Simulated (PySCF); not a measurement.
# OsSe from Hartree–Fock to correlated methods

State: ⁵Σ⁺ (quintet), unpaired electrons π ↑↑, δ ↑↑. Set-up: Os def2-TZVPP with ECP60, Se def2-TZVPP; scalar-relativistic core potentials (PySCF 2.14). De refers to Os (5d6 6s2) + Se in their high-spin ground configurations, without counterpoise correction. The functionals are run spin-unrestricted. A positive dipole means Os(−)Se(+).

```csv
Level,Re (Å),ωe (cm⁻¹),De (eV),μ (D),"CPU s a point (SCF and correlation, without the integrals)"
ROHF,2.254,309,n/a,-5.72,1.6
ROHF-MP2,2.145,418,n/a,n/a,3.4
ROHF-SCS-MP2,2.160,400,n/a,n/a,n/a
PBE,2.227,338,n/a,-2.10,3.6
revPBE,2.234,334,n/a,-2.16,3
PW91,2.227,338,n/a,-2.09,2.8
r²SCAN,2.213,351,n/a,-2.62,4.5
B3LYP,2.229,340,n/a,-2.50,5.3
PBE0,2.207,355,n/a,-2.78,4.8
HSE06,2.211,352,n/a,-2.73,6.8
BHandHLYP,2.212,354,n/a,-3.35,2.8
```

(1) What does a quarter of exact exchange do here, going from PBE to PBE0?

(2) What does the step from GGA to meta-GGA do here, going from PBE to r²SCAN?

(3) What does second-order correlation do here, going from ROHF to ROHF-MP2?

Correlated steps freeze 9 core orbitals. De is left out where the level can put another filling of the metal’s s and d shells below the measured ground configuration, by anything from nothing to about 1 eV. Spin–orbit coupling is left out, which matters for elements this heavy, above all for dissociation energies. The state is the lowest single determinant that the PBE0 search found; with open d or f shells the true ground state can be another one.

The whole job (state search and all levels along the bond) took about 7.8 min on 2 threads of Intel Xeon Platinum 8375C @ 2.90GHz (shared host), peak memory 3 GiB.

Answers

(1) PBE0 less PBE: -2.0 pm in Re, +5.0 % in ωe. Exact exchange removes part of the self-interaction that spreads semilocal densities, and in most molecules shortens and stiffens the bond and lowers De; so it does here.

(2) r²SCAN less PBE: -1.4 pm in Re, +3.8 % in ωe. 

(3) ROHF-MP2 less ROHF: -10.9 pm in Re, +35.3 % in ωe. Correlation nearly always deepens the well. The bond shortens, as in weak, metallic or heavy-atom bonds, where dispersion and the correlation of outer-core electrons pull the atoms together.
